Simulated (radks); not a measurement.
Valence configurations of Pm IV (all share [Xe]). Calculated with a radial shooting solver on a logarithmic mesh with Libxc functionals: scalar-relativistic Kohn-Sham, PBE, spin-polarised, spherical densities, point nucleus; open shells are filled with parallel spins first (spin-orbit coupling, left out, can overturn this in heavy ions). Energies are relative to 4f4; eigenvalues in eV for spin up.

valence,E (eV),moment (Bohr magnetons),e(4f),e(5d),e(6p),e(6s)
4f4,0.000,4,-32.830,-,-,-
4f3.5 5d0.5,4.700,4,-36.131,-25.634,-,-
4f3.5 6s0.5,6.349,4,-37.625,-,-,-23.176
4f3.5 6p0.5,8.892,4,-38.146,-,-18.386,-
4f3 5d1,10.577,4,-39.590,-26.657,-,-
4f2 5d2,26.178,4,-46.922,-28.667,-,-
4f2 5d1 6s1,31.289,4,-50.207,-30.764,-,-25.381
4f2 5d1 6s0.5 6p0.5,34.094,4,-50.717,-31.142,-20.032,-25.638
4f2 5d1 6p1,36.892,4,-51.225,-31.512,-20.311,-
4f2 6s2,37.891,2,-53.535,-,-,-26.205

NIST lists [Xe] 4f4 as the ground configuration; this level of theory agrees among the configurations tried. The energies are those of spherical high-spin densities, not of single terms.
